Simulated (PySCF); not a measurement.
# TlC at PBE0

Level: PBE0. Tl aug-cc-pVDZ-PP with ECP60, C aug-cc-pVDZ; scalar-relativistic core potentials (PySCF 2.14).

| Property | Result |
| --- | --- |
| state | ²Π (doublet), unpaired electrons π ↑, a second solution, started from another occupation |
| bond length | 2.116 Å |
| harmonic wavenumber | 472 cm⁻¹ |
| force constant | 1.49 mdyn/Å |
| rotational constant Be | 0.3321 cm⁻¹ |
| anharmonicity ωexe | 6.24 cm⁻¹ |
| vibration–rotation constant αe | 0.00394 cm⁻¹ |
| energy of the minimum from ground-state Tl + C | -1.05 eV |
| bond order (Mayer) | 1.35 |
| dipole moment (positive dipole means Tl(−)C(+)) | -3.81 D |

These are scalar-relativistic numbers at best; spin–orbit coupling would shift them, the dissociation energy most.
